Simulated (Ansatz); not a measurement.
Breaking a bond: AsH, triplet.

Methods: UCCSDT(Q) = CCSDT(Q) on UHF/cc-pVDZ, cores with 3d frozen in Ansatz (a first-principles code); UKS-PBE0 = unrestricted PBE0/cc-pVDZ run with Ansatz; FCI = full CI/cc-pVDZ, cores with 3d frozen run with Ansatz.

Energies relative to the lowest point of each curve near equilibrium, in mEh:

| R / Å | UCCSDT(Q) | UKS-PBE0 |
|---|---|---|
| 1.30 | 27.2 | 26.4 |
| 1.36 | 13.9 | 13.3 |
| 1.44 | 3.8 | 3.5 |
| 1.47 | 1.8 | 1.6 |
| 1.53 | 0.0 | 0.0 |
| 1.62 | 1.6 | 1.9 |
| 1.69 | 5.3 | 5.9 |
| 2.08 | 40.3 | 45.1 |
| 2.54 | 74.4 | 84.7 |
| 2.73 | 82.3 | 92.7 |
| 3.05 | 89.4 | 99.7 |
| 3.79 | 93.6 | 104.1 |

### Question
Predict the corresponding FCI column.

### Answer
1.30: 27.2; 1.36: 13.9; 1.44: 3.8; 1.47: 1.8; 1.53: 0.0; 1.62: 1.6; 1.69: 5.3; 2.08: 40.3; 2.54: 74.4; 2.73: 82.3; 3.05: 89.6; 3.79: 93.9 (mEh).

The unrestricted determinant behind UCCSDT(Q) is spin-contaminated at 2.08 to 6.12 Å (<S²> up to 3.0, against 2.00 for a pure triplet). The unrestricted determinant behind UKS-PBE0 is spin-contaminated at 2.29 to 6.12 Å (<S²> up to 3.0, against 2.00 for a pure triplet).
